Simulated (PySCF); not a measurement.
This PySCF input asks for the NMR shieldings of `NC(=O)[SiH2]O[SiH](O)O`, CH$_{7}$NO$_{4}$Si$_{2}$; the geometry comes from GFN2-xTB.

```python
import basis_set_exchange as bse
import numpy as np
from pyscf import gto, dft
from pyscf.prop import nmr

atoms = """
N    -2.778819    0.136166    1.015838
C    -1.477375    0.270888    0.695454
O    -0.770857    1.054380    1.323024
Si   -0.810141   -0.801441   -0.762684
O     0.723901   -0.474508   -1.040858
Si    2.070853    0.412082   -0.654125
O     3.380359   -0.520884   -0.772639
O     1.892858    0.979628    0.837425
H    -3.167989    0.681413    1.771738
H    -3.377704   -0.496525    0.518730
H    -0.930302   -2.204795   -0.363414
H    -1.589429   -0.453509   -1.950823
H     2.212563    1.375141   -1.723339
H     3.633422   -1.107461   -0.063428
H     0.984248    1.157412    1.147187
"""
names = dict.fromkeys(["N", "C", "O", "Si", "H"], "pcSseg-1")
basis = {el: gto.basis.parse(bse.get_basis(n, elements=[el], fmt="nwchem")) for el, n in names.items()}
mol = gto.M(atom=atoms, basis=basis, charge=0, verbose=0)
mf = dft.RKS(mol, xc="PBE0")
mf.grids.level = 2
mf.grids.alignment = dft.numint.BLKSIZE   # the property module wants whole blocks of grid points
mf.conv_tol = 1e-9
mf.kernel()

calc = nmr.RKS(mf)   # GIAO
C = mf.mo_coeff
Co = C[:, mf.mo_occ > 0]
resp = mf.gen_response(singlet=True, hermi=2)
def vind(x):   # induced exchange potential for any number of trial vectors
    d = np.einsum("pi,xij,qj->xpq", C, 2 * x.reshape(-1, C.shape[1], Co.shape[1]), Co, optimize=True)
    return np.einsum("xpq,pi,qj->xij", resp(d - d.transpose(0, 2, 1)), C, Co, optimize=True).ravel()
mo1, _ = nmr.rhf.solve_mo1(calc, with_cphf=vind)
sigma = calc.kernel(mo1)
for i, s in enumerate(sigma):   # ppm
    print("%2d %-2s %9.2f" % (i, mol.atom_pure_symbol(i), np.trace(s) / 3))
```

Q: What does it print?

A: 
```
 0 N     137.33
 1 C      -2.84
 2 O    -121.40
 3 Si    405.80
 4 O     273.01
 5 Si    410.37
 6 O     280.25
 7 O     256.99
 8 H      26.14
 9 H      26.55
10 H      26.47
11 H      26.50
12 H      27.46
13 H      29.41
14 H      24.24
```

These numbers come from an equivalent density-fitted implementation of the same equations, which agrees with the script to about 0.01 ppm for H and up to a few tenths of a ppm for heavy atoms, so last digits may differ.

Q: Turn these shieldings into chemical shifts. References, each an isolated molecule treated in the same way: NH3 for ¹⁵N (σref 267.73); TMS for ¹³C (σref 186.93), ²⁹Si (σref 349.16), ¹H (σref 31.72); H2O for ¹⁷O (σref 336.08).

A: Averaging equivalent atoms: N 0: 130.4; C 1: 189.8; O 2: 457.5; O 6/7: 67.5; O 4: 63.1; Si 3: -56.6; Si 5: -61.2; H 8/9: 5.37; H 10/11: 5.23; H 13/14: 4.89; H 12: 4.26 ppm. Unscaled 17O shifts of doubly bonded oxygen tend to come out too high, by tens of ppm or more. Experimental scales use liquid or dissolved standards, which lie at an offset from isolated NH3 (liquid NH3: subtract about 20 ppm) and H2O (liquid H2O: subtract about 36 ppm).

Size and cost of the density-fitted run: 185 basis functions, 30 s wall time on 1 thread of an Arm Neoverse V1, shared host; peak memory 0.89 GiB.
